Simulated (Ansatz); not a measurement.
# Reading a saddle point

A first-order saddle point of CH8GeO, singlet, PBE0-D4/def2-TZVP, with one imaginary mode of 1306i cm⁻¹:

```
11
angstrom
Ge -0.3570 1.2917 0.4662
O 0.5726 -0.1670 -0.5458
C -0.0160 -1.4455 -0.7204
H -1.5350 1.1347 -0.5429
H 0.1694 2.7241 0.3050
H -0.9371 0.9536 1.8491
H 1.2557 0.0599 0.3501
H 1.3626 0.7822 1.1628
H -1.0069 -1.3265 -1.1632
H -0.1123 -1.9710 0.2357
H 0.6041 -2.0363 -1.3966
```

Ansatz 0.2.0; basis: def2-TZVPP and def2-QZVPP; cores frozen in the correlated methods. Filled d shells of the heavier atoms are correlated. The def2 sets are not built for correlating such inner shells, so the correlated values are less sure here. Extrapolation: Hartree–Fock as exp(−7.88 √X), correlation as X^−2.97.

**Question.** Which contacts change along the imaginary mode, and what lies on either side? (Judge from chemistry; the calculation decides.)

**Answer.** The calculation gives: The step is CH₆GeO ([CH3][O][GeH3]) + H₂ → CH₄O ([CH3][OH]) + GeH₄, with the molecules in contact on both sides. Shortening one way: Ge1–H8, O2–H7; lengthening the same way: Ge1–O2, H7–H8.
```
  pair  one side (Å)  saddle (Å)  other side (Å)
Ge1–H8          4.71        1.92            1.54
 O2–H7          2.47        1.15            0.96
Ge1–O2          1.78        2.00            3.19
 H7–H8          0.75        1.09            3.05
```

**Question.** Which side is lower, and how far does the saddle lie above each? (To be estimated.)

**Answer.** The calculation gives: The side with Ge1–H8, O2–H7 short is lower by 0.93 kcal/mol; the saddle lies 48.35 kcal/mol above it and 47.42 kcal/mol above the other (CCSD(T) at an estimated basis limit (MP2 extrapolated from triple and quadruple zeta, plus CCSD(T) − MP2 in triple zeta); electronic energies).

The T1 diagnostic stays at or below 0.014.

Labels in which every atom is bracketed show which atoms are joined, not bond orders.

For scale, one of the runs: CCSD(T)/def2-TZVPP, 222 basis functions, launched by `ansatz run in.yaml --threads 4 --pin off --events-out ev --progress --plain --max-ram 9574MiB`. Time: 110 s of wall clock on 4 CPU threads of an Arm Neoverse V1; the host was shared. Peak host memory: 3.6 GiB.
